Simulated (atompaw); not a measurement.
## u(r) = r·R(r): atom against pseudo-atom (H (Z = 1))

Columns: radius, all-electron u(r) and pseudo u(r) of the 1s shell (level -6.49 eV) of hydrogen in the configuration 1s1; PBE, scalar-relativistic, PAW (atompaw) scheme, atompaw 4.2.0.5.

```json
{"r (bohr)": "0.027", "all-electron": "0.0505", "pseudo": "0.0427"}
{"r (bohr)": "0.054", "all-electron": "0.0982", "pseudo": "0.0851"}
{"r (bohr)": "0.081", "all-electron": "0.1433", "pseudo": "0.1270"}
{"r (bohr)": "0.108", "all-electron": "0.1859", "pseudo": "0.1680"}
{"r (bohr)": "0.135", "all-electron": "0.2260", "pseudo": "0.2079"}
{"r (bohr)": "0.162", "all-electron": "0.2638", "pseudo": "0.2466"}
{"r (bohr)": "0.188", "all-electron": "0.2982", "pseudo": "0.2824"}
{"r (bohr)": "0.215", "all-electron": "0.3317", "pseudo": "0.3179"}
{"r (bohr)": "0.242", "all-electron": "0.3632", "pseudo": "0.3517"}
{"r (bohr)": "0.269", "all-electron": "0.3928", "pseudo": "0.3836"}
{"r (bohr)": "0.296", "all-electron": "0.4205", "pseudo": "0.4135"}
{"r (bohr)": "0.323", "all-electron": "0.4464", "pseudo": "0.4415"}
{"r (bohr)": "0.350", "all-electron": "0.4706", "pseudo": "0.4674"}
{"r (bohr)": "0.377", "all-electron": "0.4932", "pseudo": "0.4914"}
{"r (bohr)": "0.404", "all-electron": "0.5143", "pseudo": "0.5136"}
{"r (bohr)": "0.431", "all-electron": "0.5339", "pseudo": "0.5339"}
{"r (bohr)": "0.458", "all-electron": "0.5520", "pseudo": "0.5525"}
{"r (bohr)": "0.485", "all-electron": "0.5688", "pseudo": "0.5695"}
{"r (bohr)": "0.512", "all-electron": "0.5844", "pseudo": "0.5851"}
{"r (bohr)": "0.538", "all-electron": "0.5982", "pseudo": "0.5988"}
{"r (bohr)": "0.565", "all-electron": "0.6114", "pseudo": "0.6119"}
{"r (bohr)": "0.592", "all-electron": "0.6235", "pseudo": "0.6238"}
{"r (bohr)": "0.619", "all-electron": "0.6345", "pseudo": "0.6347"}
{"r (bohr)": "0.646", "all-electron": "0.6446", "pseudo": "0.6446"}
{"r (bohr)": "0.673", "all-electron": "0.6537", "pseudo": "0.6537"}
{"r (bohr)": "0.700", "all-electron": "0.6618", "pseudo": "0.6618"}
```

How many radial nodes do the two functions have?

The all-electron 1s function has n − l − 1 = 0; the pseudo-wave has 0.

Is the pseudo-wave norm-conserving?

No, it belongs to a PAW set: the norm inside the radius is not constrained, and the difference is carried by the augmentation charge.
